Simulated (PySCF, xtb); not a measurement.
C₃H₁₀ClNSi, SMILES CN(C)[Si@@H](C)Cl.

GFN2-xTB (xtb) at its own geometry gives an orbital gap of 5.22 eV and a dipole moment of 2.99 D.

Coordinates come from a B3LYP-D3(BJ)/def2-SVP optimisation. The structure was generated by enumeration; whether it is a known compound was not checked. One conformer was computed; it need not be the lowest.

Task: What does PBE0/def2-TZVP in PySCF give? (Estimate from the structure and the level; the computed values follow.)

Result: gap 7.76 eV (levels -6.69 and 1.07 eV), dipole 2.23 D.
